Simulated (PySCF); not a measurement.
**Worked example: oscillator strength and radiative lifetime**

Si(H)(I)(Me)2 (C2H7ISi), SMILES C[SiH](C)I.

The structure is a stationary point at B3LYP-D3(BJ)/def2-SVP. The def2 effective core potentials stand for the cores of I; spin–orbit coupling is left out.

TDA-PBE/def2-SVPD run with PySCF puts the first singlet state with f over 0.02 at 6.05 eV (vertical), with the transition dipole (0.000, 0.000, -0.630) in atomic units.

Task: Find the oscillator strength, the wavelength and the radiative lifetime that this transition would have in vacuum if emission retraced absorption.

Result: 
|μ|² = 0.3969 au, so |μ| = 1.60 D. ΔE = 6.05/27.211 = 0.2223 hartree. f = (2/3) ΔE |μ|² = 0.059 (the program prints 0.059).
λ = 1239.84/6.05 = 205 nm; ν = 48797 cm⁻¹.
Einstein's coefficient A = 0.6670 ν² f s⁻¹ (ν in cm⁻¹) = 9.3e7 s⁻¹, so τ = 1/A = 11 ns. This state is S3; the lower singlets have f = 0.009, 0.007. The figure is the radiative limit of this one transition; relaxation, internal conversion, crossing to triplets and a medium change what is measured.
